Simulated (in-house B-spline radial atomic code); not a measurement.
As³⁺. Computed with a B-spline radial atomic code. Model: all-electron spherical atom, spin shells full or empty, radial basis limit, no spin-orbit coupling, Breit or QED, empty-state partial waves extrapolated as (l+1/2)^-4, RPA, G0W0 and static COHSEX of the highest shell as one setting changes (uncorrelated shells keep exact exchange).

Given: element As; charge 3; filled core Ar; hamiltonian one-electron scalar X2C; mean-field start r2SCAN; highest l of empty states 9; nuclear rms radius 4.0968 fm; highest mean-field shell 4s.

Shell: 3d 5 5, 4s 1 1 (electrons up and down).

```csv
lowest nl shells left uncorrelated,RPA correlation energy (hartree),G0W0 level (eV),G0W0 minus most complete (meV),COHSEX level (eV),removal by RPA minus most complete (meV)
0,-2.2717,-50.288,0,-52.466,0
1,-2.1198,-50.288,0.5,-52.464,-0.2
2,-1.943,-50.295,-7.1,-52.482,9.4
3,?,?,?,?,?
4,-1.2737,-50.389,-101.2,-52.659,97.4
5,?,?,?,?,?
6,-0.08087,-49.614,674.8,-51.533,-902
```

**Question.** What follows for lowest nl shells left uncorrelated = 5?

**Answer.** RPA correlation energy -0.75731 hartree; G0W0 level -50.342 eV; G0W0 minus most complete -53.3 meV; COHSEX level -52.604 eV; removal by RPA minus most complete 4 meV.

**Question.** What follows for lowest nl shells left uncorrelated = 3?

**Answer.** RPA correlation energy -1.4514 hartree; G0W0 level -50.279 eV; G0W0 minus most complete 9 meV; COHSEX level -52.449 eV; removal by RPA minus most complete 2.6 meV.
